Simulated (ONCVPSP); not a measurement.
## What one change does to a pseudopotential (strontium (Sr), ONCV)

ONCVPSP 4.0.1 input, shortened (lines: element, Z, core and valence counts, functional; n l f; lmax; l rc ep ncon nbas qcut; lloc lpopt rc5 dvloc0; l nproj debl; icmod fcfact rcfact), LDA (Perdew-Zunger), scalar-relativistic:

```
  Sr 38.00    6    3        3      upf
    1    0    2.00
    2    0    2.00
    2    1    6.00
    3    0    2.00
    3    1    6.00
    3    2   10.00
    4    0    2.00
    4    1    6.00
    5    0    1.50
    2
    0    2.25    0.00    3    7    5.80
    1    2.20    0.00    5    9    6.80
    2    2.35    0.37    5    8    3.90
    4    5    1.65    0.00
    0    2    2.40
    1    2    2.00
    2    3    3.10
    0    0.00    0.00
```

In the d channel the program set the typed energies aside and used 0.050, 3.150, 6.250 Ha.

All-electron outer shells of the reference configuration (LDA (Perdew-Zunger), scalar-relativistic, ld1.x):

```tsv
shell	level (eV)	outermost node (bohr)	outermost maximum (bohr)
4s	-43.96	0.59	1.19
4p	-25.88	0.61	1.32
5s	-6.04	1.64	3.49
```

Change: s: qcut 7.4.

Cutoffs: the cutoffs (Ha) at which the residual kinetic energy of the hardest occupied pseudo-wave falls to 1 and 0.1 mHa per electron; they do not see the model core or the augmentation charge, which bear on the density cutoff. Errors are all-electron minus pseudo energies relative to the spin-unpolarised reference configuration.

Question: How do hardness, ghosts and transferability respond?

Answer: The potential gets harder (12 Ha and 17 Ha → 14 Ha and 18 Ha); of the 4 tests that both files solve, the error grows in 1 and shrinks in 1 by more than 15 % and 0.3 meV (median size 1.1 → 0.7 meV); neither file shows a bound ghost. The waves are optimised to have the least kinetic energy above qcut, so the cutoff follows it (qcut²/2 in Ha).

```csv
quantity,base,changed
"cutoff, loose",12 Ha,14 Ha
"cutoff, tight",17 Ha,18 Ha
loose cutoff by channel,"s 9.8 Ha, p 12 Ha","s 14 Ha, p 12 Ha"
bound ghosts,none,none
GHOST(+) flags under 300 eV,none,none
"error for 4s2 4p6 5s2, meV [ΔE -2.41 eV]",+0.1,+0.1
"error for 4s2 4p6 5s1, meV [ΔE 3.65 eV]",-0.3,-0.2
"error for 4s2 4p6 5s0, meV [ΔE 14.83 eV]",-1.9,-1.1
"error for 4s2 4p5 5s2, meV [ΔE 25.97 eV]",+2.9,-4.5
s: phases at 2.29 bohr within 0.05 rad from the reference energy up to (Ha; the scan ends near 5),3.7,4.4
p: phases at 2.23 bohr within 0.05 rad from the reference energy up to (Ha; the scan ends near 5),to the end of the scan,to the end of the scan
d: phases at 2.39 bohr within 0.05 rad from the reference energy up to (Ha; the scan ends near 5),to the end of the scan,to the end of the scan
```
